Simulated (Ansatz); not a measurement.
Consider the germylene formation by 1,1-elimination: `[Cl][GeH]([Cl])[SeH]` → `[Cl][Ge][Cl]` + H₂Se.

Gas-phase electronic energies from Ansatz, PBE0-D4/def2-TZVP geometries. CBS: MP2 limit from def2 TZ/QZ plus the TZ coupled-cluster correction, frozen cores. DFT in def2-TZVPP. B3LYP here is the variant with VWN-RPA as its local correlation; programs differ in this. For Ge, Se outer-core shells are correlated without core-valence functions, which leaves a few kJ/mol of doubt a bond. Scalar relativity is left out up to krypton. One conformer a species, not always the lowest.

```
             level  ΔE (kJ/mol)  difference from CCSD(T)/CBS
            PBE-D4         90.4                        -12.4
         r2SCAN-D4        109.9                          7.1
            B97M-V        105.4                          2.6
          B3LYP-D4         82.1                        -20.7
           ωB97X-V        112.6                          9.8
           ωB97M-V         96.0                         -6.8
              PBE0        101.9                         -0.9
           r2SCAN0        117.2                         14.4
         CAM-B3LYP         84.7                        -18.1
RPA@PBE/def2-TZVPP         99.8                         -3.0
       HF/def2-SVP         98.7                         -4.1
     CCSD/def2-SVP        104.0                          1.2
     HF/def2-TZVPP         97.2                         -5.6
    MP2/def2-TZVPP        130.6                         27.8
CCSD(T)/def2-TZVPP        115.0                         12.2
      HF/CBS(def2)         94.5                         -8.3
       CCSD(T)/CBS        102.8                            0
```

(1) What do rigid-rotor, harmonic-oscillator terms from PBE0-D4/def2-TZVP frequencies (298.15 K, 1 bar) make of the CCSD(T)/CBS value? (An estimate is asked.)

Largest T1 diagnostic among the species: 0.013.

Results:

(1) Ansatz gave: ΔZPE = -8.5 kJ/mol, ΔH = +96.9 kJ/mol, ΔS = 147 J/(mol·K), ΔG = +53.0 kJ/mol.

From PBE to PBE0 (25 % exact exchange), in def2-TZVPP and without D4, ΔE moves by +21.3 kJ/mol. In def2-TZVPP, CCSD(T) changes the Hartree–Fock value by +17.8 kJ/mol (the triples alone add +1.7 kJ/mol) and MP2 by +33.4 kJ/mol.
